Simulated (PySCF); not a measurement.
**Electron correlation in Mn²⁺ (manganese, charge +2)**

[Ar] 3d5, high-spin 6S determinant. All numbers are calculated (PySCF 2.14, scalar relativity by spin-free X2C-1e, in x2c-TZVPPall with one added diffuse shell each of s, p, d, f type (7s6p5d3f1g, 80 functions)). Frozen: [Ar]; 5 electrons correlated.

```
  level  correlation energy (mhartree)
   CCSD                         -73.53
    (T)                          -0.75
CCSD(T)                         -74.28
```

Diagnostics: T1 = 0.0044, D1 = 0.0063, largest double amplitude 0.014.

Question: Is a single reference adequate?

Answer: Yes: T1 lies below 0.03 and no double amplitude reaches 0.07.
